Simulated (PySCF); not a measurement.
NiS2, broken-symmetry Ms = 0: structure and spectrum

Level of theory: UPBE0/[Ni def2-SVP, S def2-SVP], no relativity, density fitting, PySCF.

The structure is a minimum.

Z-matrix (Å, degrees; charge 0 multiplicity 1):
```
Ni
S  1 2.1297
S  1 2.1297 2 59.20
```

* Point group: C2v
* Bond lengths: Ni–S 2.130 Å (×2), S–S 2.104 Å
* Bond angles: Ni–S–S 60.4° (×2), S–Ni–S 59.2°
* Zero-point energy: 6.3 kJ/mol
* Entropy at 298.15 K and 1 bar: 286.3 J/(mol K)
* Rotational symmetry number: 2
* Spin squared ⟨S²⟩: 0.978
* Principal quadrupole moments (Buckingham, traceless) about the centre of mass: -3.11, -3.01, 6.12 D Å
* Enthalpy at 298.15 K above 0 K: 12.91 kJ/mol
* Lowest empty level (α): -2.88 eV
* Atomisation energy without zero-point energy: 597 kJ/mol
* Heat capacity Cp at 298.15 K: 52.8 J/(mol K)
* Principal polarisabilities: 27.7, 54.7, 77.9 bohr³
* Dipole moment: 5.05 D
* Rotational constants: 0.2383, 0.1617, 0.09634 cm⁻¹
* Highest occupied level (α): -5.34 eV

Harmonic modes (masses in u: Ni 57.935, S 31.972):
```csv
ω (cm⁻¹),IR (km/mol)
235,15.1
293,2.9
527,13.1
```

Charges (e):
```
atom  Mulliken  Löwdin  polar tensor  spin (Mulliken)  Mayer order to Ni1
 Ni1      0.38    0.16          0.25             0.45                   –
S2,3     -0.19   -0.08         -0.13            -0.22                1.04
```
Other Mayer orders above 0.3: S–S 1.10.

Mulliken populations on Ni1: s 6.52, p 12.33, d 8.76, f 0.00.

Outer orbital energies (eV). α occupied: -9.57, -9.42, -8.89, -7.66, -7.09, -6.77, -6.75, -5.34; empty: -2.88, -2.20, 0.14, 2.53. β occupied: -9.64, -9.12, -8.35, -7.56, -6.82, -6.71, -6.63, -5.63; empty: -2.06, -1.77, 0.29, 2.51.

The determinant is spin-contaminated (⟨S²⟩ = 0.98, pure value 0.00). The spin densities have lower symmetry than the nuclear frame, so modes carry no symmetry labels. This need not be the most stable arrangement of these atoms. At this level a triplet minimum of C2v symmetry lies 23 kJ/mol below this structure.

The final relaxation and frequency run took 52 s on 2 threads of a shared Arm Neoverse N1 host, with 67 basis functions and 8 gradients; the process peaked at 0.78 GiB. Launch command: `OMP_NUM_THREADS=2 python axn.py task.json out`.
